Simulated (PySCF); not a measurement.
Correlation energy of Cu⁻ (copper, charge -1)

Starting occupation: [Ar] 3d10 4s2. Computed with PySCF 2.14 in x2c-TZVPPall-2c with one added diffuse shell each of s, p, d, f type (7s8p5d3f1g, 86 functions), with X2C-1e with screened-nucleus spin-orbit coupling, Gaussian nucleus. Frozen: [Ne]; 20 electrons correlated; the 6 highest virtual spinors left out.

MP2 pair energies summed by pair of shells (mhartree):

```json
{"pair": "3d3/2-3d5/2", "energy": "-241.59", "share (%)": "26.6"}
{"pair": "3d5/2-3d5/2", "energy": "-164.37", "share (%)": "18.1"}
{"pair": "3d5/2-3p3/2", "energy": "-93.58", "share (%)": "10.3"}
{"pair": "3d3/2-3d3/2", "energy": "-68.35", "share (%)": "7.5"}
{"pair": "3d3/2-3p3/2", "energy": "-63.95", "share (%)": "7.0"}
{"pair": "3d5/2-3p1/2", "energy": "-47.79", "share (%)": "5.3"}
{"pair": "3d5/2-3s1/2", "energy": "-30.95", "share (%)": "3.4"}
{"pair": "3d3/2-3p1/2", "energy": "-30.29", "share (%)": "3.3"}
{"pair": "3p1/2-3p3/2", "energy": "-26.14", "share (%)": "2.9"}
{"pair": "3p3/2-3p3/2", "energy": "-25.62", "share (%)": "2.8"}
{"pair": "3d5/2-4s1/2", "energy": "-22.60", "share (%)": "2.5"}
{"pair": "3d3/2-3s1/2", "energy": "-20.62", "share (%)": "2.3"}
{"pair": "4s1/2-4s1/2", "energy": "-18.07", "share (%)": "2.0"}
{"pair": "3p3/2-3s1/2", "energy": "-16.92", "share (%)": "1.9"}
{"pair": "3d3/2-4s1/2", "energy": "-14.67", "share (%)": "1.6"}
{"pair": "3p1/2-3s1/2", "energy": "-8.48", "share (%)": "0.9"}
{"pair": "3p1/2-3p1/2", "energy": "-6.32", "share (%)": "0.7"}
{"pair": "3s1/2-3s1/2", "energy": "-3.95", "share (%)": "0.4"}
{"pair": "3p3/2-4s1/2", "energy": "-1.85", "share (%)": "0.2"}
{"pair": "3p1/2-4s1/2", "energy": "-0.87", "share (%)": "0.1"}
{"pair": "3s1/2-4s1/2", "energy": "-0.30", "share (%)": "0.0"}
```

Total MP2 correlation energy: -907.28 mhartree.

The virtual space was cut to 100 spinors, which keep -882.05 of the -907.28 mhartree of MP2 correlation.

```json
{"level": "CCSD", "correlation energy (mhartree)": "-772.98"}
```

Diagnostics: T1 = 0.041, largest double amplitude 0.120.

T1 exceeds 0.03, a sign that the reference determinant is poor.

Cost of the coupled-cluster step: 350 s of wall time on 4 threads of Neoverse-V2 (shared host), for 20 occupied and 100 virtual spinors.

This basis was not built for core-valence correlation, so the inner-shell part is incomplete.
